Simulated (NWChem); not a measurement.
Everything below was run with NWChem. System: bromotrifluoromethane (CBrF₃), charge 0, spin multiplicity 1, at a geometry optimised with PBE0/def2-SVP. Level: BHandHLYP/def2-SVP.

Output (cleaned and shortened):

```
             Northwest Computational Chemistry Package (NWChem) 7.3.0
             --------------------------------------------------------

                                NWChem Input Module
                                -------------------

 Scaling coordinates for geometry "geometry" by  1.889725989
 (inverse scale =  0.529177249)

 Turning off AUTOSYM since
 SYMMETRY directive was detected!

                             Geometry "geometry" -> ""
                             -------------------------

 Output coordinates in angstroms (scale by  1.889725989 to convert to a.u.)

  No.       Tag          Charge          X              Y              Z
 ---- ---------------- ---------- -------------- -------------- --------------
    1 F                    9.0000     1.29573300    -0.55326300     1.07248500
    2 C                    6.0000     0.81401300     0.04193500     0.00000000
    3 F                    9.0000     1.29573300    -0.55326300    -1.07248500
    4 F                    9.0000     1.20013200     1.30187700     0.00000000
    5 Br                  35.0000    -1.11452800    -0.05742200     0.00000000

 Effective nuclear repulsion energy (a.u.)     368.8456795699

            Nuclear Dipole moment (a.u.)
            ----------------------------
        X                 Y               Z
 ---------------- ---------------- ----------------
    -0.0000377945    -0.0000018897     0.0000000000

      Symmetry information
      --------------------

 Group name             Cs
 Group number              2
 Group order               2
 No. of unique centers     4

      Symmetry unique atoms

     1    2    4    5


 Summary of "ao basis" -> "" (spherical)
 ------------------------------------------------------------------------------
       Tag                 Description            Shells   Functions and Types
 ---------------- ------------------------------  ------  ---------------------
 *                          def2-svp                  on all atoms

                                 NWChem DFT Module
                                 -----------------

 Summary of "ao basis" -> "ao basis" (spherical)
 ------------------------------------------------------------------------------
       Tag                 Description            Shells   Functions and Types
 ---------------- ------------------------------  ------  ---------------------
 F                          def2-svp                 6       14   3s2p1d
 C                          def2-svp                 6       14   3s2p1d
 Br                         def2-svp                12       32   5s4p3d

 Summary of "ao basis" -> "ao basis" (spherical)
 ------------------------------------------------------------------------------
       Tag                 Description            Shells   Functions and Types
 ---------------- ------------------------------  ------  ---------------------
 F                          def2-svp                 6       14   3s2p1d
 C                          def2-svp                 6       14   3s2p1d
 Br                         def2-svp                12       32   5s4p3d

      Symmetry analysis of basis
      --------------------------

        a'         56
        a"         32

            General Information
            -------------------
          SCF calculation type: DFT
          Wavefunction type:  closed shell.
          No. of atoms     :     5
          No. of electrons :    68
           Alpha electrons :    34
            Beta electrons :    34
          Charge           :     0
          Spin multiplicity:     1
          Use of symmetry is: on ; symmetry adaption is: on
          Maximum number of iterations: 100
          AO basis - number of functions:    88
                     number of shells:    36
          Convergence on energy requested:  1.00D-06
          Convergence on density requested:  1.00D-05
          Convergence on gradient requested:  5.00D-04

              XC Information
              --------------
                        BHLYP Method XC Functional
                     Hartree-Fock (Exact) Exchange  0.500
                        Slater Exchange Functional  0.500 local
                    Becke 1988 Exchange Functional  0.500 non-local
[...]
    21 a"         22 a'         23 a'         24 a'         25 a"
    26 a'         27 a'         28 a"         29 a'         30 a"
    31 a"         32 a'         33 a"         34 a'         35 a'
    36 a"         37 a'         38 a'         39 a'         40 a'
    41 a'         42 a"         43 a"         44 a'

------------------------------------------------------------
EAF file 0: "./mol.aoints.0" size=524288 bytes
------------------------------------------------------------
               write      read    awrite     aread      wait
               -----      ----    ------     -----      ----
     calls:        1         0         0         0         0
   data(b): 5.24e+05  0.00e+00  0.00e+00  0.00e+00
   time(s): 0.00e+00  0.00e+00  0.00e+00  0.00e+00  0.00e+00
rate(mb/s): 0.00e+00  0.00e+00
------------------------------------------------------------

   convergence    iter        energy       DeltaE   RMS-Dens  Diis-err    time
 ---------------- ----- ----------------- --------- --------- ---------  ------
 d= 0,ls=0.0,diis     1  -2910.8679065571 -3.28D+03  1.76D-02  1.81D+00     2.8

 !! scf_movecs_sym_adapt:    2 vectors were symmetry contaminated

  Symmetry fudging
 d= 0,ls=0.0,diis     2  -2910.8396815484  2.82D-02  9.42D-03  2.46D+00     3.2
 d= 0,ls=0.0,diis     3  -2911.0677697528 -2.28D-01  8.21D-04  7.02D-03     3.5
 d= 0,ls=0.0,diis     4  -2911.0684122104 -6.42D-04  2.21D-04  1.07D-03     3.9

 !! scf_movecs_sym_adapt:    2 vectors were symmetry contaminated

  Symmetry fudging
 d= 0,ls=0.0,diis     5  -2911.0684923157 -8.01D-05  8.14D-05  4.98D-05     4.2
  Resetting Diis
 d= 0,ls=0.0,diis     6  -2911.0684987391 -6.42D-06  2.30D-05  4.55D-06     4.6
 d= 0,ls=0.0,diis     7  -2911.0684992496 -5.10D-07  6.45D-06  3.86D-07     4.9

         Total DFT energy =    -2911.068499249603
      One electron energy =    -4784.724595482555
           Coulomb energy =     1632.879212141115
    Exchange-Corr. energy =     -128.068795478047
 Nuclear repulsion energy =      368.845679569884

 Numeric. integr. density =       67.999996774312

     Total iterative time =      3.9s

                  Occupations of the irreducible representations
                  ----------------------------------------------

                     irrep           alpha         beta
                     --------     --------     --------
                     a'               23.0         23.0
                     a"               11.0         11.0

                       DFT Final Molecular Orbital Analysis
                       ------------------------------------

 Vector   32  Occ=2.000000D+00  E=-4.692204D-01  Symmetry=a'
              MO Center= -6.6D-02, -3.4D-03,  1.7D-15, r^2= 2.8D+00
   Bfn.  Coefficient  Atom+Function         Bfn.  Coefficient  Atom+Function
  ----- ------------  ---------------      ----- ------------  ---------------
    68      0.400833  5 Br px                71      0.348847  5 Br px
    18     -0.282320  2 C  px                65     -0.258492  5 Br px
     4     -0.254529  1 F  px                32     -0.254529  3 F  px
    46     -0.252168  4 F  px                 7      0.184008  1 F  px
    35      0.184008  3 F  px                49      0.181849  4 F  px

 Vector   33  Occ=2.000000D+00  E=-3.795152D-01  Symmetry=a"
              MO Center= -1.0D+00, -6.1D-02,  4.5D-17, r^2= 1.6D+00
   Bfn.  Coefficient  Atom+Function         Bfn.  Coefficient  Atom+Function
  ----- ------------  ---------------      ----- ------------  ---------------
    73      0.589122  5 Br pz                70      0.545695  5 Br pz
    67     -0.356874  5 Br pz                64      0.115671  5 Br pz
     4     -0.095331  1 F  px                32      0.095331  3 F  px
     7      0.070197  1 F  px                35     -0.070197  3 F  px
    23      0.047231  2 C  pz                48      0.041496  4 F  pz

 Vector   34  Occ=2.000000D+00  E=-3.795151D-01  Symmetry=a'
              MO Center= -1.0D+00, -4.4D-02,  5.2D-15, r^2= 1.6D+00
   Bfn.  Coefficient  Atom+Function         Bfn.  Coefficient  Atom+Function
  ----- ------------  ---------------      ----- ------------  ---------------
    72      0.588342  5 Br py                69      0.544972  5 Br py
    66     -0.356401  5 Br py                63      0.115518  5 Br py
    46     -0.108575  4 F  px                49      0.079456  4 F  px
     4      0.052903  1 F  px                32      0.052903  3 F  px
    22      0.047171  2 C  py                45     -0.042135  4 F  s

 Vector   35  Occ=0.000000D+00  E= 2.236670D-02  Symmetry=a'
              MO Center= -5.4D-01, -2.8D-02, -5.7D-15, r^2= 2.3D+00
   Bfn.  Coefficient  Atom+Function         Bfn.  Coefficient  Atom+Function
  ----- ------------  ---------------      ----- ------------  ---------------
    71      0.941968  5 Br px                17     -0.752925  2 C  s
    21      0.536431  2 C  px                61      0.532213  5 Br s
    18      0.526871  2 C  px                16     -0.410014  2 C  s
    68      0.304245  5 Br px                65     -0.225254  5 Br px
    60      0.207599  5 Br s                 59     -0.168006  5 Br s

 Vector   36  Occ=0.000000D+00  E= 2.022613D-01  Symmetry=a'
              MO Center=  4.5D-01, -2.1D-02,  1.7D-09, r^2= 2.3D+00
   Bfn.  Coefficient  Atom+Function         Bfn.  Coefficient  Atom+Function
  ----- ------------  ---------------      ----- ------------  ---------------
    22      1.214847  2 C  py                45     -0.716175  4 F  s
    19      0.566411  2 C  py                 3      0.358127  1 F  s
    31      0.358127  3 F  s                 50      0.317732  4 F  py
    72     -0.309079  5 Br py                 9     -0.249942  1 F  pz
    37      0.249942  3 F  pz                84      0.209650  5 Br d -2

 Vector   37  Occ=0.000000D+00  E= 2.022642D-01  Symmetry=a"
              MO Center=  4.5D-01,  6.7D-02, -1.7D-09, r^2= 2.3D+00
   Bfn.  Coefficient  Atom+Function         Bfn.  Coefficient  Atom+Function
  ----- ------------  ---------------      ----- ------------  ---------------
    23      1.216421  2 C  pz                 3     -0.620230  1 F  s
    31      0.620230  3 F  s                 20      0.567174  2 C  pz
    73     -0.309480  5 Br pz                51     -0.269619  4 F  pz
     8     -0.240430  1 F  py                36      0.240430  3 F  py
    87     -0.207163  5 Br d  1               7      0.190738  1 F  px

 center of mass
 --------------
 x =  -0.09221653 y =  -0.00475109 z =   0.00000000

 moments of inertia (a.u.)
 ------------------
         313.608726511281         -28.390890365867           0.000000000000
         -28.390890365867         863.230441897470           0.000000000000
           0.000000000000           0.000000000000         864.693621486964

     Multipole analysis of the density
     ---------------------------------

     L   x y z        total         alpha         beta         nuclear
     -   - - -        -----         -----         ----         -------
     0   0 0 0     -0.000000    -34.000000    -34.000000     68.000000

     1   1 0 0     -0.203342     -0.101652     -0.101652     -0.000038
     1   0 1 0     -0.010483     -0.005241     -0.005241     -0.000002
     1   0 0 1      0.000000      0.000000      0.000000      0.000000

     2   2 0 0    -27.393875   -175.529055   -175.529055    323.664234
     2   1 1 0      0.085238     -6.390148     -6.390148     12.865533
     2   1 0 1     -0.000000     -0.000000     -0.000000      0.000000
     2   0 2 0    -29.044047    -51.821270    -51.821270     74.598494
     2   0 1 1      0.000000      0.000000      0.000000      0.000000
     2   0 0 2    -29.048426    -51.491930    -51.491930     73.935435

 Task  times  cpu:        4.9s     wall:        4.9s

 Total times  cpu:        5.0s     wall:        5.0s
```

Problem. Write an NWChem input that would produce this output.

Solution. This is not unique; one that fits is 
```
start mol
memory heap 200 mb stack 900 mb global 1100 mb
geometry units angstroms nocenter noautoz
  F      1.295733    -0.553263     1.072485
  C      0.814013     0.041935     0.000000
  F      1.295733    -0.553263    -1.072485
  F      1.200132     1.301877     0.000000
  Br    -1.114528    -0.057422     0.000000
  symmetry group Cs
end
basis spherical
  * library def2-svp
end
dft
  xc bhlyp
  semidirect memsize 60000000 filesize 0
  iterations 100
end
task dft energy
```
